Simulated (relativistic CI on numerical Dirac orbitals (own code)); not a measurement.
# Charge states of samarium

Method of calculation: Dirac-Coulomb-Breit CI, KLI orbitals optimised for each configuration, QED by a radiative potential, valence Slater integrals scaled by 0.9 (own radial code, finite nucleus).

Each species is treated in one configuration, given outside its closed core. Radial values are for the open shell of highest l, unscaled and averaged over j; ζ includes the Breit term. Labels give the leading LS character, summed over repeated terms.

| Ion | Configuration | Its lowest level | LS weight (%) | F² (cm⁻¹) | F⁴ (cm⁻¹) | ζ (cm⁻¹) | ⟨r⟩ (bohr) | ⟨r²⟩ (bohr²) |
| --- | --- | --- | --- | --- | --- | --- | --- | --- |
| Sm²⁷⁺ | 3d10 4s2 4p5 | 2P°_3/2 | 100 |  |  | 188500 | 0.5412 | 0.3309 |
| Sm²⁸⁺ | 3d10 4s2 4p4 | 3P_2 | 73 | 191500 |  | 192200 | 0.5371 | 0.3258 |
| Sm²⁹⁺ | 3d10 4s2 4p3 | J = 3/2 (mixed) | 43 | 192800 |  | 195900 | 0.533 | 0.3209 |
| Sm³⁰⁺ | 3d10 4s2 4p2 | 3P_0 | 74 | 194000 |  | 199600 | 0.529 | 0.3161 |
| Sm³¹⁺ | 3d10 4s2 4p | 2P°_1/2 | 100 |  |  | 203400 | 0.525 | 0.3115 |
| Sm³²⁺ | 3d10 4s2 | 1S_0 | 100 |  |  |  |  |  |
| Sm³³⁺ | 3d10 4s | 2S_1/2 | 100 |  |  |  | 0.5065 | 0.2882 |
| Sm³⁴⁺ | 3d10 | 1S_0 | 100 |  |  |  |  |  |
| Sm³⁵⁺ | 3d9 | 2D_5/2 | 100 |  |  | 89010 | 0.2213 | 0.05713 |
| Sm³⁶⁺ | 3d8 | 3F_4 | 90 | 463300 | 298400 | 91120 | 0.2191 | 0.05593 |
| Sm³⁷⁺ | 3d7 | 4F_9/2 | 66 | 468600 | 302000 | 93270 | 0.217 | 0.05478 |
| Sm³⁸⁺ | 3d6 | J = 4 (mixed) | 41 | 473800 | 305600 | 95460 | 0.2149 | 0.05367 |
| Sm³⁹⁺ | 3d5 | ? | ? | ? | ? | ? | ? | ? |
| Sm⁴⁰⁺ | 3d4 | 3P_0 | 57 | 484300 | 312700 | 99980 | 0.2109 | 0.05156 |
| Sm⁴¹⁺ | 3d3 | 4F_3/2 | 53 | 489500 | 316300 | 102300 | 0.2089 | 0.05056 |
| Sm⁴²⁺ | 3d2 | 3F_2 | 77 | 494700 | 319800 | 104700 | 0.207 | 0.0496 |
| Sm⁴³⁺ | 3d | 2D_3/2 | 100 |  |  | 107100 | 0.2051 | 0.04866 |
| Sm⁴⁴⁺ | 3s2 3p6 | 1S_0 | 100 |  |  |  |  |  |
| Sm⁴⁵⁺ | 3s2 3p5 | 2P°_3/2 | 100 |  |  | 807000 | 0.2282 | 0.06022 |
| Sm⁴⁶⁺ | 3s2 3p4 | 3P_2 | 70 | 433400 |  | 818400 | 0.2269 | 0.0595 |
| Sm⁴⁷⁺ | 3s2 3p3 | J = 3/2 (mixed) | 47 | 435800 |  | 829800 | 0.2255 | 0.05879 |
| Sm⁴⁸⁺ | 3s2 3p2 | 3P_0 | 71 | 438200 |  | 841400 | 0.2242 | 0.0581 |
| Sm⁴⁹⁺ | 3s2 3p | 2P°_1/2 | 100 |  |  | 853000 | 0.2229 | 0.05743 |
| Sm⁵⁰⁺ | 3s2 | 1S_0 | 100 |  |  |  |  |  |

Fill in the row of Sm³⁹⁺.

Its lowest level J = 5/2 (mixed); LS weight (%) 30; F² (cm⁻¹) 479100; F⁴ (cm⁻¹) 309200; ζ (cm⁻¹) 97700; ⟨r⟩ (bohr) 0.2129; ⟨r²⟩ (bohr²) 0.0526.
